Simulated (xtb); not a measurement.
Be(Br)(GeH3) (BeBrGeH3), SMILES [GeH3][Be][Br]. All values are semi-empirical tight-binding results from xtb (GFN2-xTB unless named), good for trends rather than for accurate numbers. Coordinates come from a GFN2-xTB optimisation.

For metal compounds this method's bond lengths and energies can be far off.

The point group as xtb finds it comes out as C3v and the orbital gap comes out as 4.36 eV. The zero-point energy is 15.4 kcal/mol and the G − E(el) at 298.15 K (modified RRHO) comes out as -3.2 kcal/mol.
